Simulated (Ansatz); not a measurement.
Compare A (`C[SiH]1CO[SiH2]1`) with its isomer B (`CC1(O)[SiH2][SiH2]1`).

Program: Ansatz. Geometries: PBE0-D4/def2-TZVP. ΔE: electronic, gas phase. CBS: MP2 limit from def2 TZ/QZ plus the TZ coupled-cluster correction, frozen cores. Functionals use def2-TZVPP. B3LYP here is the variant with VWN-RPA as its local correlation; programs differ in this. One conformer a species, not always the lowest.

(1) Which is lower in electronic energy at CCSD(T)/CBS, and by how much? (Best estimate.)

(2) Give E(B) − E(A) in kcal/mol with CCSD(T)/def2-TZVPP, PBE0-D4, r2SCAN-D4, PBE-D4, MP2/def2-TZVPP, ωB97M-V, B3LYP-D4. (Estimate.)

Largest T1 diagnostic: 0.013.

Results:

(1) Computed: A, by 48.3 kcal/mol.

(2) The calculation gave: CCSD(T)/def2-TZVPP 48.3, PBE0-D4 46.4, r2SCAN-D4 47.0, PBE-D4 44.0, MP2/def2-TZVPP 49.2, ωB97M-V 48.7, B3LYP-D4 48.2. None reverses the order clearly.

In def2-TZVPP, CCSD(T) changes the Hartree–Fock value by −6.4 kcal/mol (the triples alone add −1.2 kcal/mol) and MP2 by −5.5 kcal/mol. From PBE to PBE0 (25 % exact exchange), in def2-TZVPP and without D4, E(B) − E(A) moves by +2.3 kcal/mol.
